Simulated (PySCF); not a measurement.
Si(Cl)2(vinyl)(OH) (C₂H₄Cl₂OSi), SMILES C=C[Si](O)(Cl)Cl. Heavy atoms are numbered as in [CH2:1]=[CH:2][Si:3]([OH:4])([Cl:5])[Cl:6]. Hydrogens are named by the atom that carries them.

Coordinates come from a TPSSh-D3(BJ)/def2-SVP optimisation. The values are those of a single conformer.

Method: PBE/pcSseg-1 (PySCF).

GIAO shieldings, no solvent; atoms alike by connectivity are averaged. δ = σ(ref) − σ: ¹³C against TMS (σ = 182.0 ppm); ²⁹Si against TMS (σ = 335.4 ppm); ¹⁷O against H2O (σ = 334.3 ppm); ³⁵Cl against HCl (σ = 936.5 ppm); ¹H against TMS (σ = 31.49 ppm), references at their B3LYP-D3(BJ)/def2-TZVP geometries, non-relativistic (without spin–orbit terms, shifts of atoms bonded to Cl or Br come out too high).

```csv
nucleus,atoms,count,δ (ppm)
¹³C,C1 (CH2),1,147.4
¹³C,C2 (CH),1,139.5
²⁹Si,Si3,1,-4.3
¹⁷O,O4 (OH),1,96.0
³⁵Cl,Cl5,2,145.3
¹H,H on C1,2,6.74
¹H,H on C2,1,6.26
¹H,H on O4,1,2.84
```
